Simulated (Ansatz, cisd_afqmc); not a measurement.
System: Ge, charge 0, triplet.

Total energies in cc-pVTZ-DK, 4 correlated electrons, 14 frozen orbitals. Open shells are spin-unrestricted; no spin-orbit coupling. The -DK rows use spin-free X2C. AFQMC/CISD: phaseless, guided by CISD from CCSD amplitudes; bars are statistical, one sigma. Outlying blocks are dropped, and bars are widened where a walk drifts. Over all cases where full CI ran beside it in this data, AFQMC minus full CI had a median of +0.1 mEh and passed +0.4 mEh in a tenth of the cases.

```json
[
 {"method": "HF", "program": "Ansatz", "energy (Eh)": "-2097.06468", "minus CCSDTQ (mEh)": "66.64"},
 {"method": "MP2", "program": "Ansatz", "energy (Eh)": "-2097.11440", "minus CCSDTQ (mEh)": "16.91"},
 {"method": "CCSD", "program": "Ansatz", "energy (Eh)": "-2097.12901", "minus CCSDTQ (mEh)": "2.31"},
 {"method": "CCSD(T)", "program": "Ansatz", "energy (Eh)": "-2097.13078", "minus CCSDTQ (mEh)": "0.53"},
 {"method": "CCSDT(Q)", "program": "Ansatz", "energy (Eh)": "-2097.13131", "minus CCSDTQ (mEh)": "0.01"},
 {"method": "CCSDTQ", "program": "Ansatz", "energy (Eh)": "-2097.13132", "minus CCSDTQ (mEh)": "0.00"},
 {"method": "AFQMC/CISD", "program": "cisd_afqmc", "energy (Eh)": "-2097.1311 ± 0.0001", "minus CCSDTQ (mEh)": "0.2 ± 0.1"}
]
```

Ansatz is an electronic-structure program.
